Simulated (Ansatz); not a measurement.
`SB1N[SiH2]1` + `[OH][In]([F])[Br]` → `OB1N[SiH2]1` + `[F][In]([SH])[Br]`  (redistribution)

Computed with Ansatz on PBE0-D4/def2-TZVP structures; ΔE is electronic, products minus reactants. CCSD(T)/CBS is the MP2 limit (def2-TZVPP, def2-QZVPP) plus CCSD(T) − MP2 in def2-TZVPP, frozen cores. DFT in def2-TZVPP. B3LYP here is the variant with VWN-RPA as its local correlation; programs differ in this. HSE06 is defined as in plane-wave codes. def2 core potentials past Kr. For Br, In outer-core shells are correlated without core-valence functions, which leaves a few kJ/mol of doubt a bond. Scalar relativity is left out up to krypton. One conformer a species, not always the lowest.

```tsv
level	ΔE (kJ/mol)	difference from CCSD(T)/CBS
PBE-D4	-99.1	1.6
revPBE-D4	-94.1	6.6
BLYP-D4	-99.3	1.4
B97M-V	-104.3	-3.6
PBE0-D4	-107.0	-6.3
B3LYP-D4	-106.8	-6.1
r2SCANh-D4	-105.9	-5.2
r2SCAN0-D4	-110.2	-9.5
HSE06-D4	-107.3	-6.6
CAM-B3LYP-D4	-108.3	-7.6
ωB97X-V	-102.9	-2.2
ωB97M-V	-108.0	-7.3
B2PLYP	-104.1	-3.4
PBE-QIDH	-106.7	-6.0
PBE	-100.1	0.6
revPBE	-97.3	3.4
BLYP	-101.7	-1.0
PBE0	-107.8	-7.1
B3LYP	-108.5	-7.8
r2SCANh	-106.2	-5.5
r2SCAN0	-110.5	-9.8
HSE06	-108.0	-7.3
BHLYP	-116.0	-15.3
CAM-B3LYP	-109.1	-8.4
LC-ωPBE	-101.5	-0.8
RPA@PBE/def2-TZVPP	-97.3	3.4
HF/def2-SVP	-135.1	-34.4
MP2/def2-SVP	-107.1	-6.4
CCSD/def2-SVP	-114.3	-13.6
CCSD(T)/def2-SVP	-111.8	-11.1
HF/def2-TZVPP	-122.3	-21.6
MP2/def2-TZVPP	-100.3	0.4
SCS-MP2/def2-TZVPP	-100.1	0.6
CCSD/def2-TZVPP	-106.2	-5.5
CCSD(T)/def2-TZVPP	-102.4	-1.7
HF/def2-QZVPP	-121.8	-21.1
MP2/def2-QZVPP	-99.2	1.5
HF/CBS(def2)	-121.7	-21.0
MP2/CBS(def2)	-98.7	2.0
CCSD/CBS(def2)	-104.5	-3.8
CCSD(T)/CBS	-100.7	0
```

Largest T1 diagnostic among the species: 0.014.

At CCSD(T), def2-SVP lies −11.1 kJ/mol from the extrapolated value and def2-TZVPP −1.7 kJ/mol. In def2-TZVPP, CCSD(T) changes the Hartree–Fock value by +19.9 kJ/mol (the triples alone add +3.8 kJ/mol) and MP2 by +22.0 kJ/mol. From r2SCAN to r2SCAN0 (25 % exact exchange), in def2-TZVPP and without D4, ΔE moves by −7.4 kJ/mol.
